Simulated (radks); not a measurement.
All-electron atom: Se4+ in [Ne] 3s2 3p5.5 3d10 4s2 4p0.5 (fractional occupations, a model configuration). Calculated with a radial shooting solver on a logarithmic mesh with Libxc functionals: scalar-relativistic Kohn-Sham, r2SCAN, spin-polarised, spherical densities, finite nucleus; open shells are filled with parallel spins first; meta-GGA in the generalised Kohn-Sham scheme; Fermi nuclear charge, rms radius 4.14 fm.

Normalised radial functions P(r) = r R(r), r in bohr:

r	3p down	3d down	4s up
0.003701	0.0067	0.0000	0.0639
0.004207	0.0085	0.0000	0.0711
0.004781	0.0107	0.0001	0.0788
0.005477	0.0138	0.0001	0.0876
0.006225	0.0174	0.0002	0.0965
0.007075	0.0219	0.0002	0.1059
0.008106	0.0280	0.0003	0.1162
0.009213	0.0352	0.0005	0.1261
0.01047	0.0442	0.0007	0.1361
0.012	0.0561	0.0010	0.1462
0.01363	0.0700	0.0014	0.1551
0.01562	0.0882	0.0021	0.1631
0.01775	0.1093	0.0030	0.1688
0.02018	0.1347	0.0042	0.1719
0.02312	0.1673	0.0061	0.1714
0.02628	0.2038	0.0086	0.1665
0.02986	0.2464	0.0121	0.1563
0.03421	0.2988	0.0174	0.1386
0.03889	0.3547	0.0242	0.1145
0.0442	0.4163	0.0335	0.0828
0.05063	0.4867	0.0470	0.0404
0.05755	0.5552	0.0642	-0.0070
0.06593	0.6264	0.0886	-0.0639
0.07494	0.6865	0.1187	-0.1209
0.08517	0.7337	0.1574	-0.1775
0.09758	0.7608	0.2096	-0.2316
0.1109	0.7557	0.2709	-0.2703
0.126	0.7118	0.3451	-0.2907
0.1444	0.6139	0.4387	-0.2849
0.1641	0.4681	0.5402	-0.2486
0.188	0.2558	0.6601	-0.1746
0.2137	0.0076	0.7803	-0.0740
0.2429	-0.2752	0.9026	0.0496
0.2783	-0.5919	1.0270	0.1921
0.3163	-0.8784	1.1295	0.3180
0.3595	-1.1258	1.2098	0.4157
0.4118	-1.3169	1.2609	0.4668
0.4681	-1.4093	1.2695	0.4499
0.532	-1.4094	1.2368	0.3631
0.6095	-1.3156	1.1591	0.1992
0.6927	-1.1573	1.0514	-0.0070
0.7936	-0.9434	0.9097	-0.2548
0.902	-0.7278	0.7616	-0.4860
1.025	-0.5240	0.6106	-0.6881
1.175	-0.3405	0.4584	-0.8435
1.335	-0.2088	0.3315	-0.9153
1.517	-0.1173	0.2262	-0.9081
1.738	-0.0575	0.1406	-0.8219
1.976	-0.0264	0.0835	-0.6862
2.245	-0.0108	0.0455	-0.5244
2.572	-0.0036	0.0214	-0.3548
2.924	-0.0011	0.0094	-0.2201
3.35	-0.0003	0.0035	-0.1164
3.807	-0.0001	0.0012	-0.0557
4.327	0.0000	0.0003	-0.0231
4.957	0.0000	0.0001	-0.0076
5.634	0.0000	0.0000	-0.0022

3p down: eigenvalue -214.70 eV, 1 radial node at r = 0.214 bohr, <r> = 0.585 bohr, 90 % of the charge inside 0.892 bohr. 3d down: eigenvalue -111.72 eV, 0 radial nodes, <r> = 0.613 bohr, 90 % of the charge inside 1.01 bohr. 4s up: eigenvalue -64.827 eV, 3 radial nodes at r = 0.0565, 0.231, 0.690 bohr, <r> = 1.57 bohr, 90 % of the charge inside 2.27 bohr.
